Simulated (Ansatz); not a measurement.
Four-centre ligand exchange

Start structure (Si2PH9O, closed shell), relaxed at PBE0-D4/def2-TZVP:

```
13
angstrom
Si -0.3554 -0.0815 0.0886
H 0.5379 -0.8821 -0.7879
O -0.6382 -0.9181 1.4732
Si 0.0198 -1.6226 2.7885
H -1.6672 0.1411 -0.5619
H 0.2909 1.2125 0.4273
H 1.4947 2.0130 -3.1544
P 0.1827 1.6334 -2.7724
H 0.7563 -0.6186 3.6026
H -1.0719 -2.2106 3.6029
H 0.9663 -2.6967 2.3841
H -0.3699 2.9123 -3.0384
H -0.1459 1.1176 -4.0519
```

The step: Si₂H₆O ([SiH3][O][SiH3]) + PH₃ → Si₂PH₇O ([SiH3][O][SiH2][PH2]) + H₂; bonds formed: Si1–P8, H2–H7; bonds broken: Si1–H2, H7–P8. Computed with Ansatz 0.2.0 (basis: def2-TZVPP and def2-QZVPP); correlated methods freeze the cores. Extrapolation: Hartree–Fock as exp(−7.88 √X), correlation as X^−2.97. Energies below are by CCSD(T) at an estimated basis limit (MP2 extrapolated from triple and quadruple zeta, plus CCSD(T) − MP2 in triple zeta).

**Question.** What are the electronic barrier and the energy of the step, from the start structure to the end structure? (Judge from chemistry; the value comes from the calculation.)

**Answer.** The calculation gives: Barrier 2.584 eV; step energy 0.004 eV (uphill); reverse barrier, their difference, 2.580 eV. Barrier and step energy count from the start structure, the reverse barrier from the end structure.

The saddle point: One imaginary mode of 1448i cm⁻¹.
```
  pair  start (Å)  saddle (Å)  end (Å)
Si1–P8       3.38        2.32     2.25
 H2–H7       3.86        1.23     0.75
Si1–H2       1.49        1.87     3.49
 H7–P8       1.42        1.53     4.00
```

Zero-point energy (harmonic, PBE0-D4): ZPE is 2.175 eV at the start and 2.130 eV at the saddle, so the barrier goes from 2.584 to 2.539 eV.

No T1 diagnostic of these runs exceeds 0.015.

Labels in which every atom is bracketed show which atoms are joined, not bond orders.

For scale, one of the runs: CCSD(T)/def2-TZVPP, 283 basis functions, launched by `ansatz run in.yaml --threads 8 --pin off --events-out ev --progress --plain --max-ram 19148MiB`. The run took 86 s on 8 CPU threads of an Arm Neoverse V2 (shared host), with 7.6 GiB of host memory at its peak.
